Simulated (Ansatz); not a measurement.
C₃H₁₀OSi (`CCC[SiH2]O`), relaxed with RKS PBE-D4/def2-SVP in the Gaussian-basis code of Ansatz from a rough embedded geometry. The force threshold is 0.03 eV/Å; the program also tests the step.

Total charge 0; spin multiplicity 1.

Start:

```xyz
15

C    -1.490    0.935    0.504
C    -0.065    0.772    0.888
C     0.411   -0.657    0.665
Si    0.845   -1.240   -1.037
O     1.870   -0.261   -1.856
H    -1.628    0.859   -0.622
H    -1.803    1.998    0.718
H    -2.133    0.289    0.986
H     0.013    1.049    1.990
H     0.580    1.495    0.380
H    -0.289   -1.347    1.167
H     1.390   -0.763    1.267
H     1.271   -2.578   -1.096
H    -0.502   -1.164   -1.842
H     1.529    0.612   -2.112
```

Problem. By how much does the energy fall, and how many steps does the optimiser take? (Estimate.)

Solution. Ansatz gave: 53.30 kJ/mol, in 11 steps.

Problem. Which bonds change most? (Best estimate.)

Solution. Ansatz gave: Si4–H13 from 1.405 to 1.501 Å; C1–H8 from 1.032 to 1.110 Å; Si4–H14 from 1.571 to 1.512 Å; Si4–O5 from 1.637 to 1.691 Å.

Problem. Give the relaxed structure. (An estimate is asked.)

Solution. The calculation gave: 
```xyz
15

C    -1.414    1.039    0.384
C    -0.028    0.740    0.962
C     0.443   -0.711    0.757
Si    0.724   -1.226   -1.045
O     1.679   -0.094   -1.863
H    -1.450    0.889   -0.716
H    -1.722    2.085    0.585
H    -2.185    0.372    0.824
H    -0.026    0.981    2.048
H     0.721    1.427    0.507
H    -0.280   -1.426    1.213
H     1.407   -0.875    1.286
H     1.501   -2.509   -1.090
H    -0.594   -1.426   -1.760
H     1.222    0.733   -2.093
```
